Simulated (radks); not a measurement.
The numbers below are computed, except where a source is named.
Effect of the nuclear size on the cerium ion Ce49+, [He] 2s2 2p5. Code: a radial shooting solver on a logarithmic mesh with Libxc functionals. Model: Dirac Kohn-Sham, BLYP, spin-unpolarised, spherical densities, finite nucleus; open shells are shared between the two j in proportion to 2j + 1; Fermi nuclear charge, rms radius 4.8771 fm. The rms radius is varied about that value; shifts are against it.

rms radius (fm),total energy shift (eV),density at nucleus (e/bohr^3),1s1/2 shift (meV),2s1/2 shift (meV),2p1/2 shift (meV),2p3/2 shift (meV),3s1/2 (empty) shift (meV),3p1/2 (empty) shift (meV)
4.165,-2.78,3.87e+05,-1190,-154,1.33,5.83,-41.7,-0.481
4.682,-0.795,3.777e+05,-340,-44.2,0.380,1.67,-11.9,-0.138
4.8771,0,3.745e+05,0.000,0.000,0.000,0.000,0.000,0.000
5.2868,1.75,3.683e+05,749,97.5,-0.836,-3.68,26.3,0.305
5.4575,2.52,3.659e+05,1070,140,-1.20,-5.29,37.8,0.438

Slopes of the eigenvalues against <r^2> in GHz/fm^2, as finite differences over the two radii next to the reference (eigenvalue slopes, not the field-shift constants of lines): 1s1/2 43600, 2s1/2 5680, 2p1/2 -48.8, 2p3/2 -215, 3s1/2 (empty) 1530, 3p1/2 (empty) 17.8.
